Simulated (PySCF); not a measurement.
**Zr: excitation energy**

Zr [Kr] 4d2 5s2 (3F) → Zr [Kr] 4d2 5s1 5p1 (high-spin determinant), as a difference of total energies. All numbers are calculated (PySCF 2.14, scalar relativity by spin-free X2C-1e, in ANO-RCC-VDZP (6s5p3d1f, 43 functions)). Correlated levels: valence: [Kr] frozen; valence and next inner shell: [Ar] 3d10 frozen. The calculations carry no spin-orbit coupling.

```
                                method  excitation energy (cm⁻¹)
                                   UHF                    8945.8
                                   LDA                     19081
                                   PBE                     17321
                                  PBE0                     16105
                                r2SCAN                     14567
                               LC-wPBE                     12749
                                  BLYP                     20395
                               r2SCANh                     14644
                         MP2 (valence)                     14389
                     SCS-MP2 (valence)                     16118
    MP2 (valence and next inner shell)                     16476
SCS-MP2 (valence and next inner shell)                     17481
```

A first-order spin-orbit estimate (lowest level to lowest level, LS coupling) adds -0.042 eV.

The basis was made for the ground configuration and has no added diffuse functions, so the excitation energy can come out too high.

The determinant of the upper state mixes LS terms, which raises its energy above the lowest term, most at the Hartree-Fock and MP2 levels.
